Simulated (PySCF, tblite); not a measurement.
Species: C4H9FSi.
Structure used (GFN2-xTB), in Å, numbered top down from 1:
```xyz
15
C4H9FSi angstrom
C      2.0322    1.1137    0.2040
C      1.6132   -0.1302    0.0593
C      0.5141   -0.7534    0.8469
Si    -1.0706   -0.9836   -0.1880
C     -1.7999    0.6761   -0.7270
F     -2.1427   -1.7025    0.7948
H      2.8218    1.5259   -0.4008
H      1.6026    1.7728    0.9409
H      2.0624   -0.7682   -0.6907
H      0.2924   -0.1387    1.7213
H      0.8383   -1.7306    1.2095
H     -0.9098   -1.9381   -1.2793
H     -1.1117    1.2208   -1.3658
H     -2.0211    1.3060    0.1310
H     -2.7258    0.5379   -1.2779
```

Level of theory: wB97X-D/def2-SVPD in PySCF (dipole) on a GFN2-xTB geometry, gas phase.

Masses are those of the commonest isotopes; rigid-rotor values at the optimised geometry. The values belong to one conformer with, in the numbering `[CH2:1]=[CH:2][CH2:3][Si@H:4]([CH3:5])[F:6]`, C1–C2–C3–Si4 107°, C2–C3–Si4–C5 -64°.

Q: Give the principal moments of inertia and the rotational constants in MHz.

A: Ia = 103.67, Ib = 313.91, Ic = 377.35 u·Å²; 505379 MHz·u·Å²/I gives A = 4875, B = 1610, C = 1339 MHz.

Q: Classify the top.

A: An asymmetric top; Ray's κ = -0.847.

Q: What does the inertial defect say?

A: Not planar: Δ = Ic − Ia − Ib = -40.23 u·Å². For a rigid frame Δ = −2 Σ m c², so Σ m c² = 20.12 u·Å² lies off the ab plane: 10.44 from hydrogen and 9.67 from heavier atoms. The atom farthest from that plane is 1.80 Å away.

Q: List the rotational levels J(Ka,Kc) to J = 2 (K).

A: Above 0(0,0), as E/k:
J = 1: 1(0,1) 0.142, 1(1,1) 0.298, 1(1,0) 0.311
J = 2: 2(0,2) 0.424, 2(1,2) 0.568, 2(1,1) 0.607, 2(2,1) 1.077, 2(2,0) 1.078

Q: Predict some low-J microwave lines.

A: The dipole components are |μa| = 1.36 D, |μb| = 0.90 D, |μc| = 0.40 D. The squared components, which scale the intensities, stand as 1.00 : 0.44 : 0.09 (a : b : c). Some lines, for components of 0.1 D or more:

| type | branch | J(Ka,Kc) | MHz | lower level (cm⁻¹) |
| --- | --- | --- | --- | --- |
| a | Q | 2(1,1) ← 2(1,2) | 812 | 0.395 |
| b | R | 2(0,2) ← 1(1,1) | 2618 | 0.207 |
| a | R | 1(0,1) ← 0(0,0) | 2949 | 0.000 |
| c | Q | 2(1,2) ← 2(0,2) | 3010 | 0.295 |
| c | Q | 1(1,1) ← 1(0,1) | 3265 | 0.098 |
| b | Q | 1(1,0) ← 1(0,1) | 3535 | 0.098 |
| b | Q | 2(1,1) ← 2(0,2) | 3822 | 0.295 |
| a | R | 2(1,2) ← 1(1,1) | 5628 | 0.207 |
| a | R | 2(0,2) ← 1(0,1) | 5882 | 0.098 |
| a | R | 2(1,1) ← 1(1,0) | 6169 | 0.216 |
| b | R | 1(1,1) ← 0(0,0) | 6214 | 0.000 |
| c | R | 1(1,0) ← 0(0,0) | 6485 | 0.000 |
| b | R | 2(1,2) ← 1(0,1) | 8893 | 0.098 |
| c | R | 2(1,1) ← 1(0,1) | 9705 | 0.098 |
| c | Q | 2(2,1) ← 2(1,1) | 9794 | 0.422 |
| b | Q | 2(2,0) ← 2(1,1) | 9810 | 0.422 |
| b | Q | 2(2,1) ← 2(1,2) | 10606 | 0.395 |
| b | R | 2(2,1) ← 1(1,0) | 15963 | 0.216 |
| c | R | 2(2,0) ← 1(1,0) | 15979 | 0.216 |
| c | R | 2(2,1) ← 1(1,1) | 16234 | 0.207 |
| b | R | 2(2,0) ← 1(1,1) | 16250 | 0.207 |

Its GFN2-xTB frequencies are all real (lowest 39 cm⁻¹). These are rigid-rotor constants of the computed structure; measured ground-state constants (B0) also hold zero-point vibration. A rigid rotor knows nothing of internal rotation, which can split or shift real lines.
